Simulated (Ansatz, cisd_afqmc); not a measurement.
System: Co, charge 0, quartet.

Total energies in def2-SVP, 9 correlated electrons, 9 frozen orbitals. UHF or UKS for unpaired electrons; spin-orbit terms are left out. Cores are frozen in correlated methods (noble-gas shells, and filled d and f shells in the p block). No relativity. The Monte Carlo rows (phaseless AFQMC, CISD trial, step 0.005/hartree) carry one-sigma bars that omit the constraint's bias. Outlying blocks are dropped, and bars are widened where a walk drifts. Over all cases where full CI ran beside it in this data, AFQMC minus full CI had a median of +0.1 mEh and passed +0.4 mEh in a tenth of the cases. Open-shell metal atoms are single determinants of the lowest configuration found, not pure terms.

```csv
method,program,energy (Eh),minus CCSDTQ (mEh)
HF,Ansatz,-1381.21103,157.69
MP2,Ansatz,-1381.35235,16.38
CCSD,Ansatz,-1381.36482,3.90
CCSD(T),Ansatz,-1381.36866,0.07
CCSDT(Q),Ansatz,-1381.36868,0.05
CCSDTQ,Ansatz,-1381.36873,0.00
AFQMC/CISD,cisd_afqmc,-1381.3682 ± 0.0003,0.5 ± 0.3
```

Ansatz is an electronic-structure program.
